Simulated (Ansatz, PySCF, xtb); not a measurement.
The molecule Cl₂-, multiplicity 2 (lowest of 2S+1 = 2, 4 at CCSD(T)/def2-TZVPP on PBE0 minima; our sources give no spin for the ground state, which may be another).

The constants come from a fifth-degree fit in 1/R (seven points, main isotopes). Runs in def2 and cc sets follow the lowest solution found near the PBE0 minimum.

The values were computed with Ansatz (Gaussian orbitals); PySCF for STO-3G rows; xtb for the GFN methods.  The GFN methods have no spin term and hold the electronic entropy of 300 K.

```json
[
 {"level": "GFN1-xTB", "r_e (Å)": "2.586", "ω_e (cm⁻¹)": "282", "ω_e x_e (cm⁻¹)": "4.5", "B_e (cm⁻¹)": "0.144"},
 {"level": "GFN2-xTB", "r_e (Å)": "2.568", "ω_e (cm⁻¹)": "249", "ω_e x_e (cm⁻¹)": "4.8", "B_e (cm⁻¹)": "0.146"},
 {"level": "HF/STO-3G", "r_e (Å)": "2.536", "ω_e (cm⁻¹)": "355", "ω_e x_e (cm⁻¹)": "2.0", "B_e (cm⁻¹)": "0.150"},
 {"level": "SVWN5/def2-TZVPP", "r_e (Å)": "2.602", "ω_e (cm⁻¹)": "234", "ω_e x_e (cm⁻¹)": "2.3", "B_e (cm⁻¹)": "0.142"},
 {"level": "PBE/def2-TZVPP", "r_e (Å)": "2.707", "ω_e (cm⁻¹)": "194", "ω_e x_e (cm⁻¹)": "2.4", "B_e (cm⁻¹)": "0.132"},
 {"level": "r2SCAN/def2-TZVPP", "r_e (Å)": "2.687", "ω_e (cm⁻¹)": "207", "ω_e x_e (cm⁻¹)": "2.3", "B_e (cm⁻¹)": "0.134"},
 {"level": "B97M-V/def2-TZVPP", "r_e (Å)": "2.725", "ω_e (cm⁻¹)": "191", "ω_e x_e (cm⁻¹)": "2.4", "B_e (cm⁻¹)": "0.130"},
 {"level": "B3LYP/def2-TZVPP", "r_e (Å)": "2.714", "ω_e (cm⁻¹)": "203", "ω_e x_e (cm⁻¹)": "2.2", "B_e (cm⁻¹)": "0.131"},
 {"level": "PBE0/def2-TZVPP", "r_e (Å)": "2.639", "ω_e (cm⁻¹)": "227", "ω_e x_e (cm⁻¹)": "2.2", "B_e (cm⁻¹)": "0.138"},
 {"level": "BHLYP/def2-TZVPP", "r_e (Å)": "2.647", "ω_e (cm⁻¹)": "236", "ω_e x_e (cm⁻¹)": "1.9", "B_e (cm⁻¹)": "0.138"},
 {"level": "CAM-B3LYP/def2-TZVPP", "r_e (Å)": "2.644", "ω_e (cm⁻¹)": "237", "ω_e x_e (cm⁻¹)": "1.9", "B_e (cm⁻¹)": "0.138"},
 {"level": "wB97X-V/def2-TZVPP", "r_e (Å)": "2.610", "ω_e (cm⁻¹)": "254", "ω_e x_e (cm⁻¹)": "1.8", "B_e (cm⁻¹)": "0.142"},
 {"level": "wB97M-V/def2-TZVPP", "r_e (Å)": "2.622", "ω_e (cm⁻¹)": "248", "ω_e x_e (cm⁻¹)": "1.7", "B_e (cm⁻¹)": "0.140"},
 {"level": "B2PLYP/def2-TZVPP", "r_e (Å)": "2.648", "ω_e (cm⁻¹)": "233", "ω_e x_e (cm⁻¹)": "2.0", "B_e (cm⁻¹)": "0.138"},
 {"level": "CCSD/aug-cc-pV(T+d)Z", "r_e (Å)": "2.598", "ω_e (cm⁻¹)": "257", "ω_e x_e (cm⁻¹)": "1.8", "B_e (cm⁻¹)": "0.143"},
 {"level": "CCSD/def2-TZVPP", "r_e (Å)": "2.605", "ω_e (cm⁻¹)": "260", "ω_e x_e (cm⁻¹)": "1.8", "B_e (cm⁻¹)": "0.142"},
 {"level": "CCSD/aug-cc-pV(Q+d)Z", "r_e (Å)": "2.585", "ω_e (cm⁻¹)": "261", "ω_e x_e (cm⁻¹)": "1.8", "B_e (cm⁻¹)": "0.144"},
 {"level": "CCSD/def2-QZVPP", "r_e (Å)": "2.589", "ω_e (cm⁻¹)": "260", "ω_e x_e (cm⁻¹)": "1.7", "B_e (cm⁻¹)": "0.144"},
 {"level": "CCSD(T)/aug-cc-pV(T+d)Z", "r_e (Å)": "2.597", "ω_e (cm⁻¹)": "256", "ω_e x_e (cm⁻¹)": "1.8", "B_e (cm⁻¹)": "0.143"},
 {"level": "CCSD(T)/def2-TZVPP", "r_e (Å)": "2.600", "ω_e (cm⁻¹)": "261", "ω_e x_e (cm⁻¹)": "1.8", "B_e (cm⁻¹)": "0.143"},
 {"level": "CCSD(T)/aug-cc-pV(Q+d)Z", "r_e (Å)": "2.583", "ω_e (cm⁻¹)": "261", "ω_e x_e (cm⁻¹)": "1.8", "B_e (cm⁻¹)": "0.144"},
 {"level": "CCSD(T)/def2-QZVPP", "r_e (Å)": "2.586", "ω_e (cm⁻¹)": "261", "ω_e x_e (cm⁻¹)": "1.7", "B_e (cm⁻¹)": "0.144"},
 {"level": "CCSD(T)/CBS(aug-cc-pV(T+d)Z, aug-cc-pV(Q+d)Z)", "r_e (Å)": "2.574", "ω_e (cm⁻¹)": "264", "ω_e x_e (cm⁻¹)": "1.7", "B_e (cm⁻¹)": "0.146"},
 {"level": "CCSD(T)/CBS(def2-TZVPP, def2-QZVPP)", "r_e (Å)": "2.580", "ω_e (cm⁻¹)": "262", "ω_e x_e (cm⁻¹)": "1.7", "B_e (cm⁻¹)": "0.145"}
]
```

Frozen-core correlation. CBS: X⁻³ extrapolation of the correlation energy, Hartree–Fock from the larger set. Rows in STO-3G carry no dispersion term and start afresh at each structure.

Doubts at one or more of the structures used: other coupled-cluster roots lie near (CCSD/aug-cc-pV(T+d)Z, CCSD/def2-TZVPP, CCSD/def2-QZVPP, CCSD(T)/aug-cc-pV(T+d)Z, CCSD(T)/def2-TZVPP, CCSD(T)/def2-QZVPP, CCSD(T)/CBS(aug-cc-pV(T+d)Z, aug-cc-pV(Q+d)Z), CCSD(T)/CBS(def2-TZVPP, def2-QZVPP)).

Ansatz is an electronic-structure program.
